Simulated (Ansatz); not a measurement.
C₆H₁₆GeO₂⁺, that is Ge(OEt)2Me2 with one electron fewer. Charge 1, multiplicity 2. Geometry PBE-D4/def2-SVP, that of the neutral singlet; atoms count from 1.

```xyz
25

Ge    1.0968    0.0005    0.0119
O     0.4667    1.5858    0.5823
C    -0.8300    1.6609    1.1620
C    -1.2284    3.1230    1.2895
H    -1.5743    1.1150    0.5345
H    -0.8436    1.1774    2.1715
H    -2.2314    3.2222    1.7525
H    -0.4967    3.6723    1.9160
H    -1.2520    3.6048    0.2915
O    -0.1721   -0.5807   -1.1405
C    -0.5788   -1.9335   -1.2469
C    -1.9877   -1.9878   -1.8227
H     0.1187   -2.5031   -1.9117
H    -0.5602   -2.4553   -0.2578
H    -2.3194   -3.0372   -1.9625
H    -2.7057   -1.4778   -1.1479
H    -2.0216   -1.4742   -2.8051
C     1.2795   -1.2587    1.5076
H     1.7005   -2.2258    1.1693
H     0.2985   -1.4457    1.9862
H     1.9623   -0.8203    2.2616
C     2.7340    0.4416   -0.9448
H     3.4495    0.9409   -0.2634
H     2.4919    1.1290   -1.7773
H     3.2033   -0.4732   -1.3556
```

Q: Estimate the Mulliken populations from the PBE0/def2-TZVP orbitals of Ansatz.

A: 
```json
{"atom": "Ge1", "charge (e)": "0.58", "spin (α − β)": "-0.05"}
{"atom": "O2", "charge (e)": "-0.23", "spin (α − β)": "0.34"}
{"atom": "C3", "charge (e)": "-0.11", "spin (α − β)": "-0.01"}
{"atom": "C4", "charge (e)": "-0.36", "spin (α − β)": "0.00"}
{"atom": "H5", "charge (e)": "0.16", "spin (α − β)": "0.04"}
{"atom": "H6", "charge (e)": "0.16", "spin (α − β)": "0.05"}
{"atom": "H7", "charge (e)": "0.15", "spin (α − β)": "0.00"}
{"atom": "H8", "charge (e)": "0.15", "spin (α − β)": "0.00"}
{"atom": "H9", "charge (e)": "0.15", "spin (α − β)": "0.01"}
{"atom": "O10", "charge (e)": "-0.26", "spin (α − β)": "0.32"}
{"atom": "C11", "charge (e)": "-0.09", "spin (α − β)": "0.00"}
{"atom": "C12", "charge (e)": "-0.36", "spin (α − β)": "0.00"}
{"atom": "H13", "charge (e)": "0.17", "spin (α − β)": "0.05"}
{"atom": "H14", "charge (e)": "0.15", "spin (α − β)": "0.04"}
{"atom": "H15", "charge (e)": "0.16", "spin (α − β)": "0.00"}
{"atom": "H16", "charge (e)": "0.14", "spin (α − β)": "0.01"}
{"atom": "H17", "charge (e)": "0.16", "spin (α − β)": "0.00"}
{"atom": "C18", "charge (e)": "-0.48", "spin (α − β)": "0.12"}
{"atom": "H19", "charge (e)": "0.20", "spin (α − β)": "0.00"}
{"atom": "H20", "charge (e)": "0.19", "spin (α − β)": "0.00"}
{"atom": "H21", "charge (e)": "0.20", "spin (α − β)": "0.00"}
{"atom": "C22", "charge (e)": "-0.41", "spin (α − β)": "0.08"}
{"atom": "H23", "charge (e)": "0.19", "spin (α − β)": "0.00"}
{"atom": "H24", "charge (e)": "0.19", "spin (α − β)": "0.00"}
{"atom": "H25", "charge (e)": "0.18", "spin (α − β)": "0.00"}
```
Mulliken values and Mayer orders depend strongly on the basis.

Q: Where does the spin sit?

A: Summed by element: Ge -0.05, O 0.67, C 0.19, H 0.20, of 1 unpaired in all. Largest on single atoms: O2 0.34, O10 0.32, C18 0.12.

Q: And the Mayer bond orders between bonded heavy atoms (over 0.3)?

A: Ge1–O2 0.93 (1.80 Å); Ge1–O10 0.91 (1.81 Å); Ge1–C18 0.92 (1.96 Å); Ge1–C22 0.98 (1.95 Å); O2–C3 0.96 (1.42 Å); C3–C4 1.06 (1.52 Å); O10–C11 0.96 (1.42 Å); C11–C12 1.05 (1.52 Å).
